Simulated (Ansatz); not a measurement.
MoO3⁺. Charge 1, multiplicity 2. Geometry r2SCAN-D4/def2-TZVP, that of the neutral singlet; atoms count from 1.

```xyz
4

Mo    0.0466   -0.4196   -0.0416
O    -1.0241    0.1521   -1.2386
O     1.5627    0.3385   -0.2226
O    -0.5851   -0.0710    1.5028
```

In the def2 sets Mo takes a core potential; there is no spin–orbit coupling.

Q: Estimate the Mulliken populations from the PBE0/def2-TZVP orbitals of Ansatz.

A: 
| atom | charge (e) | spin (α − β) | d electrons |
| --- | --- | --- | --- |
| Mo1 | 1.84 | -0.35 | 3.80 |
| O2 | -0.24 | 0.68 | – |
| O3 | -0.24 | 0.68 | – |
| O4 | -0.36 | -0.01 | – |
Mulliken values depend strongly on the basis.

Q: Where does the spin sit?

A: Summed by element: Mo -0.35, O 1.35, of 1 unpaired in all. Largest on single atoms: O3 0.68, O2 0.68, Mo1 -0.35.

Q: And the Mayer bond orders between heavy atoms (over 0.3)?

A: Mo1–O2 1.59 (1.70 Å); Mo1–O3 1.59 (1.70 Å); Mo1–O4 2.02 (1.70 Å).
